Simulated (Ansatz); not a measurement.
Ansatz (a quantum-chemistry and plane-wave program) input (PBE/6-31G* with LANL2DZ past Ar): The .json file joins the Basis Set Exchange's 6-31G* for atoms up to Ar and LANL2DZ past it.

Ansatz 0.2 input:
```yaml
crystal:
  periodic: [false, false, false]
  atoms:
    - {symbol: F, position_ang: [-1.80859100, 0.87204300, -0.12027200]}
    - {symbol: C, position_ang: [-1.19277600, -0.32990100, 0.05142100]}
    - {symbol: Br, position_ang: [0.75235300, -0.11834100, 0.01472200]}
    - {symbol: H, position_ang: [-1.44634900, -0.73385800, 1.02686500]}
    - {symbol: H, position_ang: [-1.45201100, -0.99318100, -0.76823100]}
basis:
  gaussian:
    orbitals: 6-31Gs+LANL2DZ.json
hamiltonian:
  xc: {name: PBE}
output: {forces: true}
```

Output:

```
Functional definition: PBE
integrals: 0.01 GiB planned
528 factors; their error is unknown
mean field: 0.08 GiB planned
mean field evaluation 1: about -4138.6744 eV, gradient 2.6e1 eV
mean field evaluation 2: about -4137.0443 eV, gradient 3.7e1 eV
mean field evaluation 4: about -4140.0808 eV, gradient 1.6e0 eV
mean field evaluation 8: about -4140.0849 eV, gradient 9.3e-3 eV
mean field evaluation 16: about -4140.0555 eV, gradient 1.3e-5 eV
mean field -4140.05546806 eV, -152.1442322207 hartree, gradient 1.3e-5 eV, S^2 0.000000; 0 other end points of the search recorded, 0 dependent functions left out
the calculation of the forces begins
reference -4140.05548534 eV, -152.1442328559 hartree; 12, 12 occupied and 30, 30 virtual orbitals, 528 factors
Total energy: -4140.05548534 eV, -152.1442328559 hartree
Atom 0 at    -1.808591     0.872043    -0.120272 Å, force    -0.141794     0.180565    -0.025637 eV/Å
Atom 1 at    -1.192776    -0.329901     0.051421 Å, force    -0.805782     0.396772    -0.054777 eV/Å
Atom 2 at     0.752353    -0.118341     0.014722 Å, force     1.141209     0.062454    -0.012622 eV/Å
Atom 3 at    -1.446349    -0.733858     1.026865 Å, force    -0.095673    -0.267566     0.408755 eV/Å
Atom 4 at    -1.452011    -0.993181    -0.768231 Å, force    -0.097959    -0.372225    -0.315719 eV/Å
Dipole moment:    -0.254694    -0.299601     0.044084 e Å
```

The geometry given is a B3LYP-D3(BJ)/def2-TZVP minimum.
